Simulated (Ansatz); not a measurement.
Reaction (hydrogenolysis of the Al–Cl bond): `[F][Al]([Cl])[O][SiH3]` + H₂ → `[F][AlH][O][SiH3]` + HCl

Calculated with Ansatz (gas phase, PBE0-D4/def2-TZVP geometries, no zero-point term in ΔE). CCSD(T)/CBS is the MP2 limit (def2-TZVPP, def2-QZVPP) plus CCSD(T) − MP2 in def2-TZVPP, frozen cores. This one scheme is used for every species. DFT in def2-TZVPP. One conformer a species, not always the lowest.

`[F][Al]([Cl])[O][SiH3]`:

```xyz
8

F     1.172   -1.613   -2.306
Al    0.921   -1.377   -0.707
Cl    1.716   -2.746    0.626
O     0.047   -0.068   -0.187
Si   -0.775    1.167    0.490
H    -0.416    2.435   -0.195
H    -0.432    1.275    1.931
H    -2.233    0.925    0.349
```

H₂:

Z-matrix (Å, degrees):
```
H
H 1 0.746
```

`[F][AlH][O][SiH3]`:

Z-matrix (Å, degrees):
```
Si
O 1 1.628
H 1 1.486 2 109.6
H 1 1.486 2 110.6 3 -120.2
H 1 1.486 2 109.6 3 119.7
Al 2 1.670 1 168.5 3 102.9
F 6 1.644 2 119.0 1 -1.2
H 6 1.562 2 121.8 1 178.9
```

HCl:

Z-matrix (Å, degrees):
```
Cl
H 1 1.279
```

```csv
level,ΔE (kJ/mol)
BHLYP-D4,134.4
BLYP,122.6
MP2/def2-SVP,135.2
HF/def2-QZVPP,127.6
```

(1) What does CCSD(T)/CBS give? (An estimate is asked.)

Largest T1 diagnostic among the species: 0.012.

## Answers

(1) The calculation gave: +134.7 kJ/mol. The listed levels differ from it by -0.3, -12.1, 0.5, -7.1 kJ/mol.

At CCSD(T), def2-SVP lies −7.6 kJ/mol from the extrapolated value and def2-TZVPP −4.3 kJ/mol. The D4 term adds +6.4 kJ/mol with B3LYP and +3.5 kJ/mol with PBE0; it sums over pairs of atoms, weighted by their polarisabilities, and B3LYP, whose exchange is more repulsive, gets the larger term.

CCSD(T)/CBS has its own doubt, a few kJ/mol and more with outer-core shells, so smaller differences from it don't rank the levels.

B3LYP here is the variant with VWN-RPA as its local correlation; programs differ in this.
